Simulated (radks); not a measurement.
Question: Se6+, 28 electrons, occupied as [Ar] 3d10. All-electron calculation, scalar-relativistic Kohn-Sham, LDA (Slater exchange, Perdew-Wang correlation), spin-polarised, spherical densities, finite nucleus; Fermi nuclear charge, rms radius 4.14 fm. Program: a radial shooting solver on a logarithmic mesh with Libxc functionals. Some entries of the table are withheld. Estimate them.

| orbital | occ. | eigenvalue (hartree) | <1/r> (bohr^-1) | <r> (bohr) |
|---|---|---|---|---|
| 1s | 2 | -462.0908 | 34.51 | (1) |
| 2s | 2 | (2) | 7.621 | 0.1962 |
| 2p | 6 | -55.18808 | 7.472 | 0.1712 |
| 3s | 2 | (3) | 2.492 | 0.5735 |
| 3p | 6 | -8.82238 | 2.345 | (4) |
| 3d | 10 | -5.15284 | 2.064 | 0.6142 |

Answer: 
(1) 1s <r> (bohr): 0.04414
(2) 2s eigenvalue (hartree): -62.22685
(3) 3s eigenvalue (hartree): -11.02993
(4) 3p <r> (bohr): 0.5871
